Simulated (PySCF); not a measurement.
Gas-phase reaction: MoO₃ + Cl₂ = MoO₂Cl₂ + O

Energies from PySCF, thermal terms from the rigid-rotor harmonic-oscillator model, ideal gas at 1 bar. † marks an energy on the PBE0/def2-TZVP geometry and frequencies. MP2 and CCSD(T) freeze the core. Open shells (unrestricted): O (multiplicity 3); the rest are closed-shell singlets. Spin-orbit splitting is ignored; it lowers the true energy and changes the entropy of O. Mo: scalar-relativistic def2 core potential, no spin-orbit coupling. MP2 isn't extrapolated to the basis-set limit. CCSD(T) isn't extrapolated to the basis-set limit. Strong static correlation: MoO₃. Warning, large T1 diagnostic: MoO₂Cl₂, MoO₃ (CCSD(T)/def2-SVP†).

| level | ΔH°(298 K), kJ |
|---|---|
| CCSD(T)/def2-SVP† | -100 |
| HF/def2-TZVP† | -301 |
| M06-2X/def2-TZVP† | -51 |
| MP2/def2-SVP† | -79 |
| MP2/def2-TZVPP† | … |
| PBE/def2-TZVP† | 18 |
| PBE0/def2-QZVP† | -46 |
| PBE0/def2-SVP† | … |
| r2SCAN/def2-TZVP† | -47 |
| LDA/def2-TZVP† | … |
| ωB97X-V/def2-TZVP† | … |

Q: Some entries are withheld; supply them.

A: 
- MP2/def2-TZVPP†, ΔH°(298 K), kJ: -33
- PBE0/def2-SVP†, ΔH°(298 K), kJ: -71
- LDA/def2-TZVP†, ΔH°(298 K), kJ: 68
- ωB97X-V/def2-TZVP†, ΔH°(298 K), kJ: -48
